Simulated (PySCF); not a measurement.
Compound: Ga(CCH)3, C6H3Ga.
Geometry (PBE0-D3(BJ)/def2-SVP, Å), atoms numbered from 1 in this order:
```
atom  x, y, z in Å
Ga1    0.0038   -0.0049   -0.0067
C2     1.9059   -0.0177   -0.0247
C3     3.1249   -0.0274   -0.0355
H4     4.2010   -0.0358   -0.0458
C5    -0.9336    1.6496   -0.0026
C6    -1.5304    2.7124    0.0082
H7    -2.0579    3.6505    0.0166
C8    -0.9451   -1.6530    0.0084
C9    -1.5535   -2.7091    0.0324
H10   -2.0905   -3.6414    0.0541
```

Theory: PBE0-D3(BJ)/def2-SVP geometry optimisation, gas phase (PySCF 2.14.0).

Q: Which atoms are bound to Ga1, and at what distances?

A: 3 atoms: C5 1.902 Å, C8 1.902 Å, C2 1.902 Å. The nearest atom not counted as bound is C6, at 3.12 Å (others tie with it).

Q: List the angles at Ga1.

A: 
| angle | degrees | distance of the outer atoms (Å) |
| --- | --- | --- |
| C5–Ga1–C8 | 120.5 | 3.30 |
| C2–Ga1–C5 | 119.9 | 3.29 |
| C2–Ga1–C8 | 119.5 | 3.29 |

Q: What is the shape at Ga1?

A: Planar: angles 120.5°, 119.9° and 119.5°, sum 360.0°, 0.00 Å off the plane of its three neighbours.

Q: What are the other bond lengths?

A: C2–C3, C5–C6, C8–C9 1.219 Å; C3–H4, C6–H7, C9–H10 1.076 Å.

Q: Give some angles away from the centre.

A: Ga1–C2–C3 179.9°.

Charge 0, singlet. PBE0-D3(BJ)/def2-SVP frequencies: not computed here.

The run took 1.9 min on one thread of an Arm Neoverse N1, shared host with 64 logical CPUs at a one-minute load of 59, and the process peaked at 0.51 GiB of memory. That covers the optimisation of the geometry.
